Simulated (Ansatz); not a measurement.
Total energies of InCl2(SiH3) (InSiH3Cl2) from Ansatz at PBE0-D4/def2-TZVP, gas phase (1 Eh = 27.2114 eV = 2625.5 kJ/mol). The reference geometry is relaxed at PBE0-D4/def2-SVP.

```json
{"state": "charge 0 singlet", "geometry": "reference", "energy (Eh)": "-1401.55829"}
{"state": "charge 1 doublet", "geometry": "reference", "energy (Eh)": "-1401.18612"}
{"state": "free In atom (doublet)", "geometry": "–", "energy (Eh)": "-190.11398"}
{"state": "free Cl atom (doublet)", "geometry": "–", "energy (Eh)": "-459.99739"}
{"state": "free Si atom (triplet)", "geometry": "–", "energy (Eh)": "-289.24943"}
{"state": "free H atom (doublet)", "geometry": "–", "energy (Eh)": "-0.50104"}
```

In the def2 sets In takes a core potential; there is no spin–orbit coupling.

Task: Work out the vertical ionisation energy to the doublet.

Result: E(charge 1 doublet) − E(charge 0 singlet) = -1401.18612 − (-1401.55829) = 0.37217 Eh = 10.13 eV. For comparison, −ε of the highest occupied level is 8.33 eV at this level, 1.80 eV less.

Task: What is the binding energy per atom against free atoms?

Result: Atoms: 1 × (-190.11398) + 2 × (-459.99739) + 1 × (-289.24943) + 3 × (-0.50104) = -1400.86131 Eh. Binding: -1400.86131 − (-1401.55829) = 0.69698 Eh = 18.97 eV, or 2.71 eV for each of 7 atoms (no zero-point energy, no counterpoise term).
